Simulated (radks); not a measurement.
Results of a calculation; reference values are marked as such.
Dynamic dipole polarisability and lines of the palladium ion Pd17+, [Ar] 3d10 4s1. Code: a radial shooting solver on a logarithmic mesh with Libxc functionals. Model: non-relativistic Kohn-Sham, LB94 model potential, spin-polarised, spherical densities, point nucleus; open shells are filled with parallel spins first (spin-orbit coupling, left out, can overturn this in heavy ions). Time-dependent linear response with the Hartree and adiabatic LDA kernel, continuum included through the Sternheimer equations. Lines are the poles of the dipole polarisability below minus the highest occupied eigenvalue, found on a grid refined at the orbital gaps; the lowest seven at most are given, and weak or close lines can be missed. The first line takes the name of the lowest orbital gap if no other gap lies below it; otherwise a line is named after a gap within 0.6 % of it, if that gap stands alone.

| photon energy (eV) | alpha (bohr^3) |
|---|---|
| 0 | 0.3287 |
| 7.467 | 0.3411 |
| 52.268 | -0.2575 |
| 97.069 | -0.03077 |
| 141.87 | 0.02054 |
| 186.67 | 0.04152 |
| 231.47 | 0.02697 |
| 276.27 | 0.04153 |
| 321.07 | 0.05287 |
| 365.88 | 0.01573 |
| 410.68 | 0.06275 |

Lines (eV, oscillator strength): 37.038 (33.48 nm, 4s-4p), f = 0.541; 210.41 (5.893 nm, 4s-5p), f = 0.191; 295.38 (4.197 nm, 4s-6p), f = 0.0626; 342.32 (3.622 nm, 4s-7p), f = 0.0262; 348.39 (3.559 nm, unassigned), f = 0.0639; 353.97 (3.503 nm, unassigned), f = 0.376; 371.15 (3.341 nm, 4s-8p), f = 0.0195. Higher lines, where found, are left out when the end of the mesh affects them. Those listed give 91 % of the static polarisability (sum of f/w^2). Orbital energy gaps for comparison: 4s-4p 34.692 eV; 4s-5p 211.43 eV; 4s-6p 295.82 eV; 4s-7p 342.56 eV; 3d-4p down 348.60 eV.
